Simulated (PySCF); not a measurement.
F2Hf, multiplicity 1. Atoms are numbered in the order given.

```xyz
3

Hf     0.0000     0.0000    -0.1976
F      0.0000     1.5899     0.7905
F      0.0000    -1.5899     0.7905
```

Geometry: r2SCAN-D4/def2-TZVP. The spin state was assumed, not searched. The def2 effective core potentials stand for the cores of Hf; spin–orbit coupling is left out.

Computed with CAM-B3LYP/def2-TZVPD (PySCF).

Symmetry labels are those of the subgroup C2v that the program uses (full group C2v).

Computed valence orbital energies around the gap with their symmetry:
```tsv
orbital	symmetry	energy (eV)
HOMO−7	B2	-33.04
HOMO−6	A1	-15.06
HOMO−5	B2	-14.73
HOMO−4	A2	-14.28
HOMO−3	A1	-14.22
HOMO−2	B1	-14.03
HOMO−1	B2	-13.74
HOMO	A1	-6.80
LUMO	A1	-1.30
LUMO+1	B1	-1.30
LUMO+2	B2	-0.19
LUMO+3	A2	-0.05
```
